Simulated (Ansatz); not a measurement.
A nudged elastic band was laid between two geometries of CH7N3Si (12 atoms, charge 0, multiplicity 1).

Method: RKS B3LYP-D4/def2-SVP (Ansatz).

* movable images: 5
* climbing image: yes
* spring: 5.0 eV/Å²
* optimiser: quadratic models (default)
* start path: through a guess of the saddle point
* force threshold: 0.05 eV/Å
* iteration limit: 60
* end points: relaxed

Image 0:

```xyz
12
Properties=species:S:1:pos:R:3
N -1.532 -0.647 0.819
C -0.281 -0.767 0.556
N 0.390 -1.922 0.878
Si 0.705 0.624 -0.311
N -0.477 1.610 -1.109
H -1.869 0.258 0.477
H 1.400 -1.956 0.864
H -0.090 -2.591 1.473
H 1.756 -0.004 -1.178
H 1.399 1.499 0.678
H -1.013 1.236 -1.886
H -0.311 2.604 -1.228
```

Image 6:

```xyz
12
Properties=species:S:1:pos:R:3
N -1.513 -0.620 0.887
C -0.262 -0.730 0.620
N 0.457 -1.818 1.065
Si 0.712 0.640 -0.290
N -0.476 1.584 -1.130
H -1.864 0.275 0.534
H -0.091 -2.581 1.455
H 1.286 -2.093 0.551
H 1.760 -0.022 -1.138
H 1.405 1.560 0.656
H -1.017 1.175 -1.886
H -0.319 2.573 -1.292
```

Q: What changes between the two ends?

A: No bond is made or broken. The dihedral N1–C2–N3–H7 goes from -167 to 11°.

Q: What energy profile does the band end with?

A: The run converged. The highest image is number 3 of 0 to 6, 46.3 kJ/mol above the first end and 48.1 kJ/mol above the last; the last end lies 1.8 kJ/mol below the first. A vibrational analysis at the climbing image gives one clearly imaginary mode, 449i cm⁻¹: a first-order saddle point.

```tsv
image	path coordinate (Å)	energy (kJ/mol)	dihedral N1–C2–N3–H7 (°)
0	0.00	0.0	-167
1	0.84	1.1	-154
2	1.69	20.0	-112
3	2.53	46.3	-57
4	3.28	24.1	-16
5	4.03	1.0	7
6	4.78	-1.8	11
```

Q: What is the geometry of the highest image?

A: 
```xyz
12
Properties=species:S:1:pos:R:3:forces:R:3
N -1.439 -0.779 0.788 0.01 0.00 0.00
C -0.190 -0.761 0.549 -0.01 -0.01 0.01
N 0.695 -1.787 1.054 0.02 0.01 -0.01
Si 0.699 0.579 -0.469 0.00 0.00 -0.01
N -0.499 1.690 -1.071 0.01 -0.01 0.02
H -1.874 0.044 0.345 0.00 0.00 0.00
H 0.604 -1.812 2.074 -0.01 0.00 0.01
H 0.348 -2.698 0.742 -0.01 0.00 0.00
H 1.469 -0.094 -1.558 0.00 0.00 0.00
H 1.629 1.338 0.415 0.00 0.00 0.00
H -0.943 1.545 -1.973 0.00 0.01 0.00
H -0.423 2.680 -0.862 -0.01 0.01 -0.01
```

Q: What are the harmonic wavenumbers there?

A: 449i, 71, 149, 157, 315, 330, 358, 452, 567, 657, 711, 819, 880, 901, 911, 937, 956, 1080, 1185, 1351, 1544, 1577, 1709, 2206, 2226, 3388, 3452, 3525, 3576, 3668 cm⁻¹.

Run time: 5.5 min on 2 threads of Arm Neoverse N1, on a shared host, peak memory 0.25 GiB.
